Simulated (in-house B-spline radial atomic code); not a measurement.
Relativistic effects in As8+, [Ar] 3d7: non-relativistic Hartree-Fock (point nucleus) against Dirac-Hartree-Fock (Fermi nucleus of rms radius 4.0968 fm), both averages of the configuration, computed with an all-electron radial atomic-structure program (B-spline basis).

```json
{"orbital": "1s1/2", "ε NR (Eh)": "-439.07", "ε Dirac (Eh)": "-445.69", "<r> NR (bohr)": "0.04637", "<r> Dirac (bohr)": "0.04548", "change of <r> (%)": "-1.9"}
{"orbital": "2s1/2", "ε NR (Eh)": "-62.822", "ε Dirac (Eh)": "-64.318", "<r> NR (bohr)": "0.2058", "<r> Dirac (bohr)": "0.2016", "change of <r> (%)": "-2.0"}
{"orbital": "2p1/2", "ε NR (Eh)": "-56.669", "ε Dirac (Eh)": "-57.932", "<r> NR (bohr)": "0.1785", "<r> Dirac (bohr)": "0.1744", "change of <r> (%)": "-2.3"}
{"orbital": "2p3/2", "ε NR (Eh)": "-56.669", "ε Dirac (Eh)": "-56.574", "<r> NR (bohr)": "0.1785", "<r> Dirac (bohr)": "0.1781", "change of <r> (%)": "-0.3"}
{"orbital": "3s1/2", "ε NR (Eh)": "-13.933", "ε Dirac (Eh)": "?", "<r> NR (bohr)": "0.587", "<r> Dirac (bohr)": "?", "change of <r> (%)": "?"}
{"orbital": "3p1/2", "ε NR (Eh)": "-11.732", "ε Dirac (Eh)": "-11.948", "<r> NR (bohr)": "0.5919", "<r> Dirac (bohr)": "0.5824", "change of <r> (%)": "-1.6"}
{"orbital": "3p3/2", "ε NR (Eh)": "-11.732", "ε Dirac (Eh)": "-11.736", "<r> NR (bohr)": "0.5919", "<r> Dirac (bohr)": "0.5907", "change of <r> (%)": "-0.2"}
{"orbital": "3d3/2", "ε NR (Eh)": "-8.1089", "ε Dirac (Eh)": "?", "<r> NR (bohr)": "0.5874", "<r> Dirac (bohr)": "?", "change of <r> (%)": "?"}
{"orbital": "3d5/2", "ε NR (Eh)": "-8.1089", "ε Dirac (Eh)": "-8.0581", "<r> NR (bohr)": "0.5874", "<r> Dirac (bohr)": "0.5898", "change of <r> (%)": "+0.4"}
```

Task: What happens to 3d3/2?

Result: Its energy goes to -8.0915 hartree and <r> to 0.587 bohr (-0.07 %).

Task: What happens to 3s1/2?

Result: Its energy goes to -14.212 hartree and <r> to 0.5777 bohr (-1.58 %).

Task: What explains the pattern of contraction and expansion?

Result: Expansion is seen in 3d5/2. The s and p1/2 orbitals contract directly, screen the nucleus better, and so push out orbitals that have little density near the nucleus; spin-orbit coupling adds to this for j = l + 1/2 and opposes it for j = l - 1/2.

Task: By how much does the total energy change?

Result: By -25.307 hartree, from -2211.574 to -2236.880.
